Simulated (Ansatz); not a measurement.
The cluster Li8S4 was relaxed with PBE0-D4 (def2-SVP) in Ansatz in these states: neutral quintet, neutral singlet, neutral triplet. The geometries follow in no particular order.

A:

Cartesian coordinates in Å:
```
Li 2.444 0.111 -0.792
Li -1.071 1.533 0.885
Li 1.117 0.755 2.183
Li -0.149 2.026 -1.561
Li -2.389 -0.755 0.557
Li -0.589 -1.196 -2.199
Li 0.515 -2.300 1.026
Li 0.106 -0.152 -0.087
S 1.304 1.908 0.210
S 1.298 -1.852 -1.079
S -1.871 0.541 -1.263
S -0.717 -0.618 2.119
```

B:

```xyz
12

Li    1.526    1.118   -1.731
Li   -0.986    0.748    1.937
Li    2.392    1.172    1.124
Li   -1.869    1.662   -0.440
Li   -0.990   -1.885    1.349
Li   -1.580   -1.314   -1.812
Li    2.117   -1.362   -0.431
Li   -0.118   -0.144   -0.249
S     0.303    2.079    0.392
S     0.639   -0.981   -2.179
S    -2.405   -0.453    0.256
S     0.972   -0.641    1.785
```

C:

```xyz
12

Li    2.241   -1.106   -1.519
Li   -2.134   -1.032   -0.345
Li   -0.669    0.886   -1.886
Li    0.317   -2.498    0.484
Li   -1.320    0.930    2.462
Li    2.707    0.682    0.861
Li    0.248    2.481    0.331
Li    0.202   -0.041    0.450
S    -0.076   -1.409   -1.656
S     1.588    1.130   -1.191
S    -1.262   -1.296    1.823
S    -1.844    1.274    0.187
```

Task: Judge from the bond lengths which geometry belongs to which state (an estimate).

Result: A is the neutral singlet (Li6–S11 2.352 Å, Li2–Li5 2.661 Å, Li2–Li3 2.661 Å); B is the neutral triplet (Li6–S11 2.387 Å, Li2–Li5 2.698 Å, Li2–Li3 3.500 Å); C is the neutral quintet (Li6–S11 4.538 Å, Li2–Li5 3.520 Å, Li2–Li3 2.864 Å).

At PBE0-D4/def2-TZVP a singlet lies 3.13 eV below the neutral triplet. At PBE0-D4/def2-TZVP a singlet lies 5.84 eV below the neutral quintet. These are the stationary points nearest to one start from a short search; other shapes may lie lower in each state.
